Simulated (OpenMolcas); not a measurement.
# Co7+: CASPT2 settings compared

- Program: OpenMolcas 26.06
- Basis: ANO-RCC-VTZP [6s5p3d2f1g]
- Scalar Hamiltonian: DKH2, point nucleus
- Active space: 2 electrons in 5 orbitals (3d)
- State averaging: 2S+1 = 3 even, 10 roots; 2S+1 = 1 even, 14 roots kept (CI in the orbitals of an earlier block)
- Spin-orbit coupling: RASSI with atomic mean-field integrals over the reference wave functions, term energies averaged over their components

Methods on the same reference wave functions:
A. CASSCF
B. SS-CASPT2, IPEA 0 Eh, no level shift (closed shells correlated: 2s 2p 3s 3p)
C. SS-CASPT2, IPEA 0.5 Eh, imaginary shift 0.4 Eh (closed shells correlated: none)
D. SS-CASPT2, IPEA 0.4 Eh, imaginary shift 0.25 Eh (closed shells correlated: 2s 2p 3s 3p)

Energies in cm-1 above 3d2 3F2, the measured ground level; measured values from Sugar and Corliss, J. Phys. Chem. Ref. Data 10, 1097 (1981).

| Level | A | B | C | D | Measured |
| --- | --- | --- | --- | --- | --- |
| 3d2 3F2 | 0.0 | 0.0 | 0.0 | 0.0 | 0.0 |
| 3d2 3F3 | 1370 | 1383 | 1374 | 1383 | 1430 |
| 3d2 3F4 | 3071 | 3080 | 3070 | 3080 | 3144 |
| 3d2 1D2 | 23133 | 19550 | 21870 | 19650 | 19624 |
| 3d2 3P0 | 26561 | 22610 | 25450 | 23020 | 22304 |
| 3d2 3P1 | 26992 | 23040 | 25880 | 23450 | 22839 |
| 3d2 3P2 | 28183 | 24260 | 27060 | 24650 | 24055 |
| 3d2 1G4 | 35367 | 33130 | 34800 | 33090 | 32360 |

Deviations, from unrounded energies. A percentage is the sum of absolute deviations over the sum of measured energies, with the sign that they share, or ± where signs differ.

```json
{"Against measurement": "mean absolute deviation (cm-1)", "Levels": "7", "A": "2700", "B": "240", "C": "2000", "D": "400"}
{"Against measurement": "fine structure of the ground term (%)", "Levels": "2", "A": "-2.9", "B": "-2.4", "C": "-2.7", "D": "-2.4"}
{"Against measurement": "other terms of the ground configuration (%)", "Levels": "5", "A": "+15.7", "B": "±1.3", "C": "+11.5", "D": "+2.2"}
```

B lies closest to measurement on these levels and A furthest from it. The largest miss of B in the table is 3d2 1G4, by +770 cm-1. The ranking rests on the paired levels alone, and a cruder setting can come out closer through cancelling errors.

Among B to D the level of the table that moves most is 3d2 3P1, by 2800 cm-1 (lowest in B, highest in C). Moves below CASPT2's spread within the term are not significant.

The two smallest mean deviations differ by little beside CASPT2's spread within terms, so their order carries little weight.

From A to B the spin-free energies of the other terms of 3d2 shown, above 3F, scale by factors of 0.83 to 0.93, as is usual when dynamic correlation screens the repulsion within a d or f shell.

The lowest spin-free term lies below A's lowest term by 0.289 hartree in B, 0.003 hartree in C, 0.285 hartree in D.

CASPT2 breaks the degeneracy within a term, and the mean is taken; among the terms shown or strongly mixed into the levels shown the widest spread is 970 cm-1 (3d2 3F, B). Terms from blocks run as CI alone lack orbitals of their own. Without dynamic correlation excited terms often stand tens of per cent too high (terms of higher spin than the ground term too low), and those without a measured partner can miss by more than the paired ones (holds for A). Computed and measured levels are paired by configuration, term and J; levels that our copy of the source lacks, or whose pairing is in doubt (as where it misses far off the trend of its configuration), stay unpaired and out of the deviations. Levels of configurations outside the active space are missing.
